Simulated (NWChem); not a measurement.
## Total energies of trisilylamine (H9NSi3)

```xyz
13

Si    -0.4883    -1.6948     0.0000
N      0.0667    -0.0180     0.0000
Si     0.2341     0.8501     1.5289
Si     0.2341     0.8501    -1.5289
H      0.0253    -2.3770     1.2218
H     -1.9795    -1.8057     0.0000
H      0.0253    -2.3770    -1.2218
H      0.6898    -0.1014     2.5819
H      1.2330     1.9433     1.3601
H     -1.0514     1.4631     1.9848
H     -1.0514     1.4631    -1.9848
H      1.2330     1.9433    -1.3601
H      0.6898    -0.1014    -2.5819
```
Charge 0, spin multiplicity 1.

The numbers come from NWChem runs, not from measurements. Structure: optimised with B3LYP/def2-SVP, held to Cs symmetry and with no frequency check, so it may be a saddle point.

Basis set: cc-pVDZ (113 functions).

```json
[
 {"method": "RHF", "total energy (Ha)": "-926.53008", "relative cost": "1"},
 {"method": "MP2", "total energy (Ha)": "-927.01224", "relative cost": "3"},
 {"method": "B2PLYP", "total energy (Ha)": "-928.21417", "relative cost": "5"},
 {"method": "PBE", "total energy (Ha)": "-928.11574", "relative cost": "under 3"},
 {"method": "B3LYP", "total energy (Ha)": "-928.72939", "relative cost": "under 3"},
 {"method": "TPSS", "total energy (Ha)": "-928.76605", "relative cost": "3"}
]
```

Total energies of different functionals aren't comparable as a measure of quality: only differences taken within one method are. Costs are rough ratios of processor time within this set of runs, SCF included, with RHF as 1.

The correlated methods keep 16 core orbitals frozen. B3LYP has NWChem's definition, with VWN1-RPA local correlation.
